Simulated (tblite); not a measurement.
Parent: `[H]/[N:6]=[CH:5]\[C:2]([CH3:1])([CH3:3])[SiH3:4]` with C1–C2–C5–N6 -20°, C4H11NSi.

Computed geometry: GFN2-xTB, gas phase. One conformer each, not checked by frequencies here.

| coordinate of the parent | value |
| --- | --- |
| C1–C2 | 1.529 Å |
| C2–C3 | 1.530 Å |
| C2–Si4 | 1.928 Å |
| C2–C5 | 1.495 Å |
| C5=N6 | 1.256 Å |
| C1–C2–C3 | 109.8° |
| C1–C2–Si4 | 110.0° |
| C1–C2–C5 | 112.0° |
| C3–C2–Si4 | 109.9° |
| C3–C2–C5 | 109.2° |
| Si4–C2–C5 | 105.9° |
| C2–C5–N6 | 130.1° |

Task: How does the shared frame change in `[H]/[N:5]=[CH:4]\[C:2]([CH3:1])([CH3:3])[SiH2:6][S:7][SiH3:8]` with C1–C2–C4–N5 -140°, C1–C2–Si6–S7 60°, C2–Si6–S7–Si8 -179°, C4H13NSSi2? Atoms pair as C1 = C3, C2 = C2, C3 = C1, Si4 = Si6, C5 = C4, N6 = N5 (parent first).

Result: 
| parent | relative | value in the relative | change |
| --- | --- | --- | --- |
| C1–C2 | C3–C2 | 1.528 Å | -0.001 |
| C2–C3 | C2–C1 | 1.531 Å | +0.001 |
| C2–Si4 | C2–Si6 | 1.916 Å | -0.012 |
| C2–C5 | C2–C4 | 1.496 Å | +0.001 |
| C5=N6 | C4=N5 | 1.255 Å | -0.001 |
| C1–C2–C3 | C3–C2–C1 | 109.8° | 0.0 |
| C1–C2–Si4 | C3–C2–Si6 | 110.2° | +0.2 |
| C1–C2–C5 | C3–C2–C4 | 112.3° | +0.3 |
| C3–C2–Si4 | C1–C2–Si6 | 110.1° | +0.2 |
| C3–C2–C5 | C1–C2–C4 | 109.5° | +0.3 |
| Si4–C2–C5 | Si6–C2–C4 | 104.7° | -1.2 |
| C2–C5–N6 | C2–C4–N5 | 130.0° | -0.1 |

Of the parent's bonds, C2–Si4 changes most (-0.012 Å). Bonds of the relative outside the shared frame: Si6–S7 2.145, S7–Si8 2.145 Å. Point group C1 → C1.
